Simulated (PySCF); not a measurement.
Broadened absorption spectrum of C2H9PSSi2

Species: C₂H₉PSSi₂.
SMILES: `[SiH3]/C=C\S[SiH2]P`

The calculation used PySCF, TDDFT CAM-B3LYP/def2-SVPD, vertical, gas phase, core orbitals frozen in the response. The structure is a single GFN2-xTB conformer in the gas phase; no vibrational or solvent corrections. Torsions of this conformer, `[SiH3:1]/[CH:2]=[CH:3]\[S:4][SiH2:5][PH2:6]`: C2–C3–S4–Si5 -171°, C3–S4–Si5–P6 -21°, H–P6–Si5–S4 -160°, H–P6–Si5–S4 -67°.

Computed states:

```tsv
state	E (eV)	f
S1	5.18	0.019
S2	5.48	0.256
S3	5.79	0.029
S4	6.29	0.013
S5	6.37	0.0062
S6	6.54	0.022
S7	6.76	0.011
S8	6.79	0.107
```

Broadening: Gaussians 0.5 eV wide at half height, area fixed by f = 4.319×10⁻⁹ ∫ε dν̃. The width is an assumption, not a result. The curve ends short of the highest state used, and states not computed would add to its high-energy end.

(1) What does the envelope look like, and where are its maxima?

(2) Coming from long wavelengths, where does ε first pass 100 L mol⁻¹ cm⁻¹?

(3) On this curve, what absorbance would a 10⁻⁵ mol/L sample give at 248 nm over a 1 cm path?

## Answers

(1) 
E (eV), ε (L mol⁻¹ cm⁻¹) and a bar:
```
     4.43          2 
     4.48          5 
     4.53         10 
     4.58         21 
     4.63         42 
     4.68         78 
     4.73        141 
     4.78        243 
     4.83        407 #
     4.88        658 #
     4.93       1035 ##
     4.98       1582 ###
     5.03       2349 #####
     5.08       3381 #######
     5.13       4708 ##########
     5.18       6317 #############
     5.23       8146 #################
     5.29      10443 #####################
     5.34      12219 #########################
     5.39      13640 ############################
     5.44      14511 ##############################
     5.49      14709 ##############################
     5.54      14210 #############################
     5.59      13099 ###########################
     5.64      11542 ########################
     5.69       9749 ####################
     5.74       7923 ################
     5.79       6228 #############
     5.84       4770 ##########
     5.89       3596 #######
     5.94       2710 ######
     5.99       2091 ####
     6.04       1702 ###
     6.09       1509 ###
     6.14       1476 ###
     6.19       1575 ###
```

Maxima: 226 nm (5.48 eV), ε about 15000, made up of S2 (94%) (ε in L mol⁻¹ cm⁻¹; maxima over ε = 5, shares over 10%). At its high-energy end, 6.19 eV, the curve is still rising (ε about 1600, from S3, S4, S5 and S6).

(2) At about 264 nm (4.70 eV), 0.48 eV below S1.

(3) 248 nm is 4.999 eV, where ε is about 1900 L mol⁻¹ cm⁻¹, so A = ε c l ≈ 0.019 (Beer–Lambert, with the gas-phase spectrum and the assumed width).

Hardware: an Intel Xeon at 2.50 GHz with one thread, no GPU, shared host. Cost: 2.3 min wall, 2.0 min CPU (with the writing of density and orbital grids), 0.96 GiB resident at most.
